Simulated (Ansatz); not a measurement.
Input and output for the cluster Sr3O3 (the lowest singlet isomer of a short search).

```yaml
crystal:
  periodic: [false, false, false]
  atoms:
    - {symbol: Sr, position_ang: [1.590226, -0.496090, -1.750538]}
    - {symbol: Sr, position_ang: [-1.365560, -0.584289, -0.103678]}
    - {symbol: Sr, position_ang: [0.621830, 1.090175, 2.065010]}
    - {symbol: O, position_ang: [-1.421926, 0.959927, 1.565829]}
    - {symbol: O, position_ang: [1.043197, -0.366677, 0.417210]}
    - {symbol: O, position_ang: [-0.467757, -0.603045, -2.193832]}
basis:
  gaussian: {orbitals: def2-SVP}
hamiltonian: {xc: {name: RPBE}, dispersion: d3bjatm, pseudopotentials: {relativity: scalar}}
accuracy: high
scf: {omitted_lower_state_checks: [starts]}
output: {forces: true}
```

```sh
$ ansatz run in.yaml --threads 4 --pin off --events-out ev --progress --plain --max-ram 3916MiB
```

It prints (some lines left out):

```
Functional definition: RPBE
2493 factors; integrals over basis functions are off by at most 2.9e-9 eV
mean field evaluation 1: about -8613.2268 eV, gradient 1.4e2 eV
mean field evaluation 2: about -7803.0542 eV, gradient 3.4e2 eV
mean field evaluation 4: about -8651.4501 eV, gradient 3.7e1 eV
mean field evaluation 8: about -8654.6404 eV, gradient 1.7e-1 eV
mean field evaluation 16: about -8654.6349 eV, gradient 8.1e-5 eV
mean field -8654.63491669 eV, -318.0519668661 hartree, gradient 1.5e-8 eV, S^2 0.000000; 0 other end points of the search recorded, 0 dependent functions left out
reference -8654.63492036 eV, -318.0519670011 hartree; 27, 27 occupied and 84, 84 virtual orbitals, 2493 factors
Total energy: -8656.73954591 eV, -318.1293105633 hartree
Relativity: scalar
Atom 0 at     1.590226    -0.496090    -1.750538 Å, force     0.190385     0.078069     0.149581 eV/Å
Atom 1 at    -1.365560    -0.584289    -0.103678 Å, force     0.301818    -0.045370     0.095316 eV/Å
Atom 2 at     0.621830     1.090175     2.065010 Å, force     0.245681    -0.011940    -0.066648 eV/Å
Atom 3 at    -1.421926     0.959927     1.565829 Å, force    -0.381609     0.131184     0.042851 eV/Å
Atom 4 at     1.043197    -0.366677     0.417210 Å, force    -0.054800    -0.152617     0.049637 eV/Å
Atom 5 at    -0.467757    -0.603045    -2.193832 Å, force    -0.301475     0.000674    -0.270737 eV/Å
Dipole moment:     1.411544    -0.092674     0.396857 e Å
Checks for a lower state left out: starts
```

Run time 6 s (4 threads of Arm Neoverse V2 on a shared host).

In the def2 sets Sr takes a core potential; there is no spin–orbit coupling.
